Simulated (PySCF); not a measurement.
Vertical excitations of a molecule C₄H₉FSi from TDA-PBE/def2-SVPD in PySCF, as energy in eV (oscillator strength): 6.70 (0.009), 6.98 (0.009), 7.01 (0.001), 7.07 (0.074), 7.30 (0.003), 7.51 (0.001), 7.52 (0.046), 7.55 (0.183), 7.63 (0.005), 7.65 (0.027). Lowest triplet (TDA): 6.23 eV. The structure is a stationary point at PBE0-D3(BJ)/def2-SVP. One conformer was computed; it need not be the lowest.

**Question.** Which structure fits?
(A) C[SiH](C)/C=C\F
(B) CC1(F)C[SiH2]C1
(C) C=C(F)[SiH](C)C
(D) C/C=C/[Si@@H](C)F

**Answer.** B, CC1(F)C[SiH2]C1
